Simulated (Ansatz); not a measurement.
Ansatz (a quantum-chemistry and plane-wave program) input (PBE0/STO-3G):

Ansatz 0.2 input:
```yaml
crystal:
  periodic: [false, false, false]
  atoms:
    - {symbol: F, position_ang: [-1.64861522, -0.62439200, 1.49963995]}
    - {symbol: Si, position_ang: [-1.17547300, -0.29674656, -0.05682552]}
    - {symbol: C, position_ang: [0.16861549, 0.79895405, -0.33950853]}
    - {symbol: Si, position_ang: [1.87547894, 0.30465193, -0.52613686]}
    - {symbol: H, position_ang: [-0.93118343, -1.67658295, -0.57920998]}
    - {symbol: H, position_ang: [-2.48832252, 0.18185139, -0.60880374]}
    - {symbol: H, position_ang: [-0.03857029, 1.86732242, -0.28952842]}
    - {symbol: H, position_ang: [2.85880121, 0.62987040, 0.58025352]}
    - {symbol: H, position_ang: [2.01680437, -1.17812549, -0.68910862]}
    - {symbol: H, position_ang: [2.60823154, 0.89079251, -1.71183769]}
basis:
  gaussian:
    orbitals: STO-3G
hamiltonian:
  xc: {name: PBE0}
total_charge: -1
```

End of the output:

```
integrals: 0.01 GiB planned
414 factors; integrals over basis functions are off by at most 4.3e-5 eV
0.08 GiB of the device are held for the grids
0.09 GiB of device memory are held for the factors and their scratch space
mean field: 0.09 GiB planned
mean field evaluation 1: about -19354.7243 eV, gradient 2.8e1 eV
mean field evaluation 2: about -19354.9396 eV, gradient 2.8e1 eV
mean field evaluation 4: about -19357.4069 eV, gradient 4.2e-1 eV
mean field evaluation 8: about -19357.3869 eV, gradient 2.5e-3 eV
mean field -19357.38691488 eV, -711.3708482139 hartree, gradient 6.5e-5 eV, S^2 0.000000; 0 other end points of the search recorded, 0 dependent functions left out
reference -19357.38693010 eV, -711.3708487729 hartree; 25, 25 occupied and 9, 9 virtual orbitals, 414 factors
Total energy: -19357.38693010 eV, -711.3708487729 hartree
```

It need not be the lowest isomer of its formula. Whether it binds its extra electron was not tested at this geometry.
